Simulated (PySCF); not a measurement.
Electron correlation in Si (silicon, neutral)

[Ne] 3s1 3p2 3d1, one real determinant (an excited configuration). Computed with PySCF 2.14 in aug-cc-pCVTZ-DK with one added diffuse shell each of s, p, d, f type (9s8p6d4f, 91 functions), with the spin-free X2C one-electron Hamiltonian (Gaussian nucleus). Frozen: 1s2; 12 electrons correlated.

MP2 pair energies summed by pair of shells (mhartree):

```
 pair   energy  share (%)
2p-2p  -186.95       63.4
2s-2p   -59.75       20.3
2p-3p   -12.06        4.1
2s-2s    -9.77        3.3
2p-3s    -7.86        2.7
3p-3p    -6.12        2.1
3p-3d    -4.21        1.4
3s-3p    -3.90        1.3
2s-3p    -1.89        0.6
3s-3d    -1.10        0.4
2s-3s    -1.07        0.4
2p-3d    -0.30        0.1
2s-3d    -0.03        0.0
```

Total MP2 correlation energy: -295.00 mhartree.

Same-spin part -90.47 and opposite-spin part -204.53 mhartree; SCS-MP2 scales them by 1/3 and 6/5 to -275.59 mhartree.

The reference is one real determinant that mixes LS terms of this configuration.
